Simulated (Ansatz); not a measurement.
Wavefunction ladder for C₂H₇MoNOS₂, SMILES `C[N](C)[Mo]([OH])(=[S])=[S]`

```xyz
14

C    -1.269   -0.039    0.968
N     0.009    0.187    0.318
C     0.635    1.418    0.765
Mo    0.723   -1.015   -0.976
O    -0.011   -0.588   -2.653
S     0.204   -2.984   -0.428
S     2.816   -0.771   -1.030
H    -1.954    0.789    0.750
H    -1.724   -0.967    0.627
H    -1.134   -0.096    2.055
H     0.783    1.390    1.851
H     1.598    1.561    0.281
H    -0.009    2.274    0.531
H    -0.666   -1.160   -3.061
```

The species carries charge 0 and has multiplicity 1. Correlated methods include outer-core shells of Mo, which these sets cover unevenly. Mo: def2 effective core potential. All single points use the PBE0-D4/def2-TZVP geometry. It is one conformer, not always the lowest. Frozen core, restricted reference, Ansatz.

```tsv
basis	HF (Eh)	MP2 corr.
def2-SVP	-1071.33615	-1.39247
def2-TZVPP	-1071.88653	-1.79992
def2-QZVPP	-1071.92366	-1.93241
```

Q: Estimate the CCSD correlation energy and the (T) correction in each basis where they were run (hartree).

A: 
```json
{"basis": "def2-SVP", "CCSD corr.": "-1.35664", "(T)": "-0.07481"}
{"basis": "def2-TZVPP", "CCSD corr.": "-1.74599", "(T)": "-0.11127"}
```
